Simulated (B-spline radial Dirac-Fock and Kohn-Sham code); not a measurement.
**Auger decay of the L1 hole in I⁶⁺**

System: the I⁶⁺ ion, 1s2 2s2 2p6 3s2 3p6 3d10 4s2 4p6 4d10 5s1.

The computed values come from a B-spline atomic structure program: a relativistic independent-particle model: LDA orbitals of the hole state, radiative multipoles to third order, Auger rates from the Coulomb interaction with a continuum orbital, Dirac-Fock energies. Kinetic energies are configuration averages from the vacuum level; the two-hole energies are estimated from single-hole states.

```tsv
transition	kinetic energy (eV)	width (meV)	share (%)
L1-L2N1	–	192	6.0
L1-L2N2	80.66	128	4.0
L1-L2N3	91.86	169	5.3
L1-L2N4	178.9	47.2	1.5
L1-L2N5	180.4	78.4	2.5
L1-L3N1	–	251	7.9
L1-L3N2	374.9	111	3.5
L1-L3N3	387.2	206	6.5
L1-L3N4	473.3	213	6.7
L1-L3N5	475.6	276	8.7
L1-M1M1	2908.0	44.5	1.4
L1-M1M2	3052.9	89.1	2.8
L1-M1M3	3110.4	165	5.2
L1-M1M4	3349.6	134	4.2
L1-M1M5	3361.3	189	5.9
L1-M2M5	3500.3	50.6	1.6
L1-M3M4	3546.9	34.1	1.1
L1-M4M5	3800.5	274	8.6
L1-M5M5	3813.1	76.3	2.4
L1-M1N3	3872.0	32.7	1.0
L1-M1N5	3959.9	29.8	0.9
L1-M5N1	–	26.5	0.8
L1-M4N5	4403.8	32.1	1.0
L1-M5N4	4413.4	31.6	1.0
```

A dash stands for an energy that rests on an unreliable hole state.

Coster-Kronig rates are the weakest part of this model and often come out 1.5 to 2.5 times too large. The listed channels hold 91 % of the non-radiative rate. Summed by principal shells, of 3.17 eV in all: LLN 52.7 %, LMM 34.7 %, LMN 10.1 %, LLO 1.4 %, LNN 0.8 %, LMO 0.3 %.
